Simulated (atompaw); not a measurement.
PBEsol PAW (atompaw) dataset for Se (Z = 34), scalar-relativistic all-electron reference.

| Item | Value |
| --- | --- |
| Element | selenium (Se) |
| Generator | atompaw 4.2.0.5 |
| Type | PAW |
| Functional | PBEsol |
| Relativity | scalar-relativistic |
| Frozen core | [Ne] |
| Valence charge | 24 |
| Reference configuration | 3s2 3p6 3d10 4s2 4p4 |
| Partial waves | 3s (bound): rc 0.65 bohr; 4s (bound): rc 0.95 bohr; 3p (bound): rc 0.90 bohr; 4p (bound): rc 1.20 bohr; 3d (bound): rc 1.20 bohr; 3d channel at 0.5 Ry: rc 1.20 bohr |
| Local potential | bessel scheme, radius 1.10 bohr |
| Core correction | smooth core density matched at 1.05 bohr |
| Augmentation charge | besselshape compensation charge, radius 0.95 bohr; PAW radius 1.20 bohr; waves and projectors: custom polynom gramschmidtortho |

Poles of the logarithmic derivatives, all-electron (AE) and pseudo (PS). s: poles at -15.2 (AE) and -15.2 (PS) Ry. p: poles at -10.6 (AE) and -10.6 (PS) Ry. d: poles at -2.9 (AE) and -2.9 (PS) Ry. Test radius 1.20 bohr.

* Cutoffs needed: 160 Ry and 300 Ry (the cutoffs (Ry, on a coarse ladder) from which the occupation-weighted sum of valence levels, in a spherical-Bessel basis at the reference potential, stays within 10 and 1 mRy of its value at 400 Ry)
* Ghost test: no extra level below or beside the all-electron valence levels (s, p, d, f tested) (spherical-Bessel basis up to 400 Ry, 20 bohr box)
* Lowest eigenvalue of the overlap operator: 0.62 (p channel)
* Overlap eigenvalues printed by atompaw (projector basis): 0.795, 0.896, 2.13, 5.33, 53.6, 717
* Share of each valence orbital outside the PAW sphere: 3s 1 %, 4s 83 %, 3p 2 %, 4p 92 %, 3d 6 %
